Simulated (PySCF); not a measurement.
# Electron correlation in Pt²⁺ (platinum, charge +2)

[Xe] 4f14 5d7 6s1, high-spin 5F determinant (an excited configuration). All numbers are calculated (PySCF 2.14, the spin-free X2C one-electron Hamiltonian (Gaussian nucleus), in x2c-TZVPPall with one added diffuse shell each of s, p, d, f type (12s8p8d4f1g, 113 functions)). Frozen: [Xe] 4f14; 8 electrons correlated.

```tsv
level	correlation energy (mhartree)
CCSD	-169.11
(T)	-4.08
CCSD(T)	-173.19
```

Diagnostics: T1 = 0.0045, D1 = 0.0131, largest double amplitude 0.019.

Spin-orbit coupling, absent here, splits the open shell strongly.

Cost of the coupled-cluster step: of the order of 40 core-seconds, for 8 correlated electrons.
